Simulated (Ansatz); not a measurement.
```yaml
crystal:
  periodic: [false, false, false]
  atoms:
    - {symbol: Mg, position_ang: [-2.660370, 0.513147, -2.036300]}
    - {symbol: Mg, position_ang: [0.968932, -0.295547, -0.527830]}
    - {symbol: Mg, position_ang: [-1.643880, -1.338400, 0.807753]}
    - {symbol: S, position_ang: [1.008327, 1.611426, 1.266898]}
    - {symbol: S, position_ang: [0.441571, -0.374733, 2.005927]}
    - {symbol: S, position_ang: [2.735603, 1.217744, 0.022283]}
    - {symbol: S, position_ang: [-0.850173, -1.333647, -1.538721]}
basis:
  gaussian: {orbitals: def2-TZVPD, initial_orbitals: start.molden}
total_charge: -1
magnetization: {spin_polarized: true, initial_magnetization: 1}
hamiltonian: {xc: {name: wB97X-V}}
scf: {omitted_lower_state_checks: [starts]}
output: {orbitals: {seedname: orbitals}}
```

The file start.molden holds the orbitals of an earlier run on this structure, at another level or in another basis.

```sh
$ ansatz run in.yaml --threads 4 --pin off --events-out ev --progress --plain --max-ram 4787MiB
```

Does this run fit into the memory that it is given?

No. It has 289 basis functions, and Ansatz plans for 6 GiB where 5 GiB are given.
